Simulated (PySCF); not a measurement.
**Tc+ (technetium, charge +1): UHF calculation**

Configuration: [Kr] 4d4 5s1 6s1, high-spin 7D determinant (an excited configuration). Calculation: PySCF 2.14, in aug-cc-pwCVTZ-PP with ECP28MDF; a scalar-relativistic core potential.

- Total energy: -79.144761 hartree
- One-electron energy: -129.5110 hartree
- Hartree (Coulomb) energy: 58.1932 hartree
- Exchange energy: -7.8269 hartree
- ⟨S²⟩: 12.0029
- ⟨L²⟩: 6.038
- Sum of ⟨r⟩: 25.04 bohr
- Sum of ⟨r²⟩: 82.32 bohr²
- Traceless quadrupole moment −½Σ⟨3z² − r²⟩ along its main axis: 0.583 e·bohr²
- Time after the integrals: of the order of 5 core-seconds

| shell | electrons | mean orbital energy (eV) | spread (eV) | rms radius, mean of both spins (bohr) |
| --- | --- | --- | --- | --- |
| 4s α | 1 | -109.30 | 0 | 1.13 |
| 4s β | 1 | -102.04 | 0 | 1.13 |
| 4p α | 3 | -76.185 | 1.169 | 1.25 |
| 4p β | 3 | -67.245 | 1.647 | 1.25 |
| 4d α | 4 | -29.029 | 1.432 | 1.67 |
| 5s α | 1 | -19.064 | 0 | 2.95 |
| 6s α | 1 | -6.288 | 0 | 7.10 |

Energies and moments cover only the electrons outside the core potential. The outer electron is Rydberg-like, and this basis confines it to a smaller radius and binds it less than a complete one would.
